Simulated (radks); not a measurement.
Initial-state core-level shifts of the samarium ion Sm+ when its valence configuration changes from [Xe] 4f6 6s1. All-electron calculation, non-relativistic Kohn-Sham, PBE, spin-polarised, spherical densities, point nucleus; open shells are filled with parallel spins first (spin-orbit coupling, left out, can overturn this in heavy ions); relativity is left out, which matters for an element this heavy. Program: a radial shooting solver on a logarithmic mesh with Libxc functionals. Shifts are changes of the shell-averaged eigenvalues in eV (positive: less bound); the change of the density at the nucleus, which sets a Mossbauer isomer shift, is in e/bohr^3, on a base of 1.695e+05.

| valence | 2s | 2p | 3s | 4d | density at nucleus |
|---|---|---|---|---|---|
| 4f5.5 6s1.5 | -5.329 | -5.262 | -5.763 | -5.221 | +9.33 |
| 4f5 6s2 | -11.090 | -10.945 | -12.015 | -10.787 | +20.23 |
| 4f5.5 6s0.5 6p1 | -6.250 | -6.181 | -6.685 | -6.140 | +1.75 |
| 4f6 5d1 | +2.362 | +2.362 | +2.303 | +2.358 | -8.08 |
| 4f6 6s0.5 6p0.5 | -0.516 | -0.516 | -0.512 | -0.518 | -3.56 |
| 4f6 6p1 | -1.029 | -1.029 | -1.021 | -1.032 | -7.08 |
| 4f4.5 6s1.5 6p1 | -18.078 | -17.845 | -19.547 | -17.482 | +23.69 |
| 4f5.5 6s1 6p0.5 | -5.753 | -5.684 | -6.190 | -5.642 | +5.68 |
| 4f3.5 5d1 6s1.5 6p1 | -27.753 | -27.325 | -30.527 | -26.433 | +35.91 |
